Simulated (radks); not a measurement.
Excited configurations of Pm: one electron is placed in a higher orbital outside [Xe] 4f5 6s1. The ground configuration is [Xe] 4f5 6s2. All-electron calculation, Dirac Kohn-Sham, PBE, spin-unpolarised, spherical densities, point nucleus; open shells fill j = l - 1/2 first. Program: a radial shooting solver on a logarithmic mesh with Libxc functionals. Excitation = E - E(ground); binding = E(ion) - E, where the ion is the core of charge +1; n* = 1/sqrt(2 binding) in atomic units, and the quantum defect is n - n*.

| outer orbital | excitation (eV) | binding (eV) | n* | eigenvalue (eV) | <r> (bohr) |
|---|---|---|---|---|---|
| 5d3/2 | 1.775 | 4.093 | 1.823 | -1.240 | 3.640 |
| 6d3/2 | 4.376 | 1.493 | 3.019 | -0.721 | 11.47 |
| 7p1/2 | 4.277 | 1.591 | 2.924 | -0.924 | 12.92 |
| 7d3/2 | 4.933 | 0.935 | 3.815 | -0.535 | 21.18 |
| 7f5/2 | 5.388 | 0.480 | 5.323 | -0.293 | 41.92 |

The Delta-SCF ionisation energy is 5.868 eV (NIST Atomic Spectra Database: 5.582 eV, measured). Self-interaction in the functional shifts the binding energies and quantum defects, so they are the method's values and not measured ones. Spin polarisation and multiplet splitting are left out, so open shells lie too high by an amount that depends on their filling.

Beside tabulated values, note that spin-unpolarised runs miss the spin-polarisation part of the exchange energy of open shells.
